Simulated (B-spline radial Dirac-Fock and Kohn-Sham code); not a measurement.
Tm 5p3/2: cross section and angular parameters

System: atomic thulium in the configuration [Xe] 4f13 6s2; threshold 28.84 eV (orbital energy of the model). Calculated with a radial finite-basis atomic code, using Dirac-Hartree-Slater photoionisation with a Latter tail; cross sections with all multipoles, angular parameters from the dipole term and its interference with E2.

For linearly polarised light dσ/dΩ = σ/(4π) [1 + β P₂(cos θ) + (δ + γ cos²θ) sin θ cos φ], with θ from the polarisation vector and φ the angle between the beam and the projection of the electron momentum on the plane normal to the polarisation.

```
hν (eV)  σ (kb)       β       γ       δ
   92.5     290   0.367   0.337  -0.037
   99.7     245   0.155   0.291  -0.033
    109     206  -0.039   0.219  -0.026
    127     162  -0.200   0.086  -0.009
    134     151  -0.208   0.045  -0.003
    136     148  -0.207   0.034  -0.001
    150     132  -0.163  -0.023   0.010
    196     101   0.140  -0.068   0.030
    207    95.9   0.214  -0.059   0.032
    226    88.3   0.335  -0.038   0.035
    292    68.7   0.667   0.061   0.034
    300    66.8   0.700   0.073   0.034
    318    62.9   0.767   0.098   0.033
    345    57.7   0.855   0.132   0.031
    600    30.1   1.313   0.265   0.012
    800    20.4   1.467   0.241   0.005
   1630    6.79   1.688   0.027  -0.001
   2140    4.21   1.728  -0.032   0.001
   2330    3.60   1.736  -0.039   0.002
   4000    1.24   1.747   0.080   0.007
   4440   0.991   1.741   0.140   0.008
   4670   0.889   1.738   0.173   0.009
   5010   0.764   1.732   0.224   0.009
   5120   0.728   1.730   0.241   0.010
 5414.7   0.643   1.725   0.287   0.011
   7760   0.281   1.674   0.661   0.019
 8047.8   0.257   1.668   0.705   0.020
 9251.7   0.183   1.640   0.884   0.025
  12000       ?       ?       ?       ?
  12200  0.0913   1.574   1.274   0.038
```

Problem. Give the values at 12000 eV.

Solution. σ = 0.0953 kb, β = 1.579, γ = 1.250, δ = 0.037.
